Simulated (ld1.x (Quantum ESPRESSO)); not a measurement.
Transferability test, TM potential for lead (Pb)

lead (Pb), norm-conserving Troullier–Martins (Kleinman–Bylander form), made with ld1.x (Quantum ESPRESSO) 7.5 (PW91, fully relativistic). Core [Xe] 4f14 5d10, reference 6s2 6p2. Waves: 6s (bound): rc 1.60 bohr; 6p (bound): rc 2.10 bohr. Local part: all-electron potential smoothed inside 1.95 bohr (lloc = -1). Core correction: a·sin(br)/r model core, default radius (core density twice the valence density).

Open shells are filled in proportion to 2j + 1 (rel_dist='average').

Energies are relative to the spin-unpolarised reference configuration 6s2 6p2; without spin polarisation the order of configurations can differ from experiment.

Problem. Give the all-electron excitation energy and the error of the potential for: 6s2 6p1; 6s2 6p0; 6s1 6p0; 6s0 6p4; 6s1 6p2; 6s1 6p3; 6s2 6p1.5.

Solution.

```json
{"valence configuration": "6s2 6p1", "charge": "+1", "ΔE all-electron (eV)": "6.754", "error AE − PS (meV)": "-18"}
{"valence configuration": "6s2 6p0", "charge": "+2", "ΔE all-electron (eV)": "20.437", "error AE − PS (meV)": "-152"}
{"valence configuration": "6s1 6p0", "charge": "+3", "ΔE all-electron (eV)": "52.951", "error AE − PS (meV)": "-709"}
{"valence configuration": "6s0 6p4", "charge": "0", "ΔE all-electron (eV)": "17.531", "error AE − PS (meV)": "-104"}
{"valence configuration": "6s1 6p2", "charge": "+1", "ΔE all-electron (eV)": "16.135", "error AE − PS (meV)": "-76"}
{"valence configuration": "6s1 6p3", "charge": "0", "ΔE all-electron (eV)": "8.592", "error AE − PS (meV)": "-35"}
{"valence configuration": "6s2 6p1.5", "charge": "+0.5", "ΔE all-electron (eV)": "2.575", "error AE − PS (meV)": "-2.6"}
```

Note: ghost states, extra bound levels that the all-electron valence spectrum of the same l lacks: s at -21.3 eV, d at -3.0 eV. A true bound ghost makes a file unfit for plane-wave use.
